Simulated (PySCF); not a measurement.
C2H8O2Si. Atoms are numbered in the order given.

```xyz
13

C     -1.5032     1.0631    -0.1214
Si     0.0153    -0.0367    -0.0030
C      1.6001     0.9297     0.1063
O     -0.1199    -0.9991     1.3628
O      0.1619    -0.9879    -1.3706
H     -1.5923     1.7204     0.7595
H     -2.4339     0.4749    -0.1974
H     -1.4484     1.7046    -1.0160
H      1.7844     1.4877    -0.8254
H      2.4515     0.2503     0.2697
H      1.5695     1.6478     0.9410
H     -1.0042    -1.1125     1.7272
H     -0.4582    -1.7197    -1.4629
```

Geometry optimised at B3LYP-D3(BJ)/def2-SVP. One conformer was computed; it need not be the lowest.

All values below come from SMD-B3LYP/def2-SVP in PySCF.

Solvation free energies are E(SMD) − E(gas) at the gas-phase geometry, for 1 M in both phases. In vacuum the dipole moment is 2.29 D.

Estimate the solvation free energies in water, dimethylsulfoxide, ethylethanoate. (The exact figures need the calculation; the answer reports its results.)


| solvent | ΔG(solv) (kcal/mol) | its non-electrostatic (CDS) part | dipole (D) |
|---|---|---|---|
| water | -7.0 | 4.0 | 3.04 |
| dimethylsulfoxide | -5.3 | -0.2 | 2.76 |
| ethylethanoate | -5.1 | -1.2 | 2.63 |
